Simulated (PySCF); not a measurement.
Compound: C6H6F3 (charge -1).
SMILES with atom numbers: `[CH2-:1]/[C:2]([CH3:3])=[CH:4]/[C:5]([F:6])=[C:7]([F:8])[F:9]` (hydrogens: H10, H11 on C1; H12, H13, H14 on C3; H15 on C4)

The geometry is computed with GFN2-xTB (gas phase).

Task: Give the optimised bond lengths and angles.

Result: 
```csv
bond,length (bohr)
C1–C2,2.553
C2–C3,2.848
C2=C4,2.684
C4–C5,2.603
C5–F6,2.606
C5=C7,2.632
C7–F8,2.628
C7–F9,2.623
"C1–H10, C1–H11",2.038
"C3–H12, C3–H13, C3–H14",2.060
C4–H15,2.044
```

Bonds in one row agree within 0.02 bohr and their mean is given. A selection of angles:
```csv
angle,degrees
C1–C2–C3,118.7
C1–C2–C4,121.9
C3–C2–C4,119.4
C2–C4–C5,129.7
C4–C5–F6,120.1
C4–C5–C7,126.3
F6–C5–C7,112.3
C5–C7–F8,120.1
C5–C7–F9,118.2
F8–C7–F9,106.5
```

Torsions: C1–C2–C4–C5 -177° (antiperiplanar); C2–C4–C5–F6 0° (synperiplanar); C4–C5–C7–F8 -160° (antiperiplanar). The mirror-image conformer, all signs reversed, is as good.

C1 (carbon bonded to C and 2 H) is planar (angles 121.9°, 121.7° and 116.4°, sum 360.0°, 0.00 Å off the plane of its three neighbours). C5 (vinylic C–F carbon) is almost planar (angles 126.3°, 120.1° and 112.3°, sum 358.7°, 0.09 Å off the plane of its three neighbours). C4 (carbon bonded to 2 C and H) is planar (angles 129.7°, 116.4° and 113.9°, sum 360.0°, 0.01 Å off the plane of its three neighbours). C7 (=CF2 carbon) is pyramidal (angles 120.1°, 118.2° and 106.5°, sum 344.8°, 0.32 Å off the plane of its three neighbours). Of the pairs four or more bonds apart, C3···F6 is among the closest relative to their van der Waals radii: 2.77 Å, 87 % of the sum of Bondi's values. The C–C distances run from 1.351 Å (C1–C2, drawn single in a drawing that doesn't fit all lengths) to 1.507 Å (C2–C3, drawn single in a drawing that doesn't fit all lengths), a spread of 0.156 Å. C2 (carbon bonded to 3 C) is planar (angles 121.9°, 119.4° and 118.7°, sum 360.0°, 0.00 Å off the plane of its three neighbours).

Point group: C1 (no symmetry element, even within 0.4 Å). Not checked by GFN2-xTB frequencies.
